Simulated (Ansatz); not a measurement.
Abridged output of a molecular run in Ansatz:

```
Functional definition: HF
1495 factors; integrals over basis functions are off by at most 1.1e-3 eV
mean field evaluation 1: about -71177.1511 eV, gradient 3.5e1 eV
mean field evaluation 2: about -71177.4179 eV, gradient 3.6e1 eV
mean field evaluation 4: about -71180.8302 eV, gradient 4.2e0 eV
mean field evaluation 8: about -71180.9129 eV, gradient 4.1e-1 eV
mean field evaluation 16: about -71180.9142 eV, gradient 2.7e-6 eV
mean field -71180.91423344 eV, -2615.8503499222 hartree, gradient 2.7e-6 eV, S^2 0.000000; 0 other end points of the search recorded, 0 dependent functions left out
13 core orbitals not correlated: weight in the atoms' cores, before any rotation towards them, 1.000 or more for the frozen orbitals, at most 0.000 for the correlated occupied ones
reference -71180.91423344 eV, -2615.8503499222 hartree; 20, 20 occupied and 209, 209 virtual orbitals, 1495 factors
second order -27.66675081 eV of doubles, -0.00000000 eV of singles
cycle   1  -27.66664059 eV  change    1.1e-4 eV  update   1.1e-1
cycle   2  -28.34021180 eV  change   -6.7e-1 eV  update   3.5e-2
cycle   3  -28.48543229 eV  change   -1.5e-1 eV  update   1.8e-2
cycle   4  -28.47309530 eV  change    1.2e-2 eV  update   4.6e-3
cycle   5  -28.47208460 eV  change    1.0e-3 eV  update   2.1e-3
cycle   6  -28.47325851 eV  change   -1.2e-3 eV  update   5.8e-4
cycle   7  -28.47295044 eV  change    3.1e-4 eV  update   2.6e-4
cycle   8  -28.47285390 eV  change    9.7e-5 eV  update   8.6e-5
cycle   9  -28.47287777 eV  change   -2.4e-5 eV  update   3.7e-5
perturbative correction -1.14663454 eV, -0.0421380421 hartree
Total energy: -71210.53374575 eV, -2616.9388469228 hartree
```

Its atoms:

Z-matrix (Å, degrees):
```
C
C 1 1.489
H 1 1.094 2 110.7
H 1 1.089 2 111.7 3 120.8
H 1 1.094 2 110.6 3 -118.3
C 2 1.325 1 124.9 3 -119.6
H 2 1.083 1 118.7 3 60.4
Se 6 1.896 2 124.3 1 -172.4
F 6 1.342 2 121.2 1 2.4
H 8 1.472 6 94.7 2 -127.0
```

**Question.** Which basis set was used?
A. def2-QZVPP
B. def2-TZVPP
C. def2-SVPD
D. def2-SVP

**Answer.** B. It gives 242 functions.

**Question.** Write the keys of the input that set method, charge and spin (a neutral closed shell needs none for the last two).

**Answer.** 
```yaml
correlation: {method: ccsd_t}
```
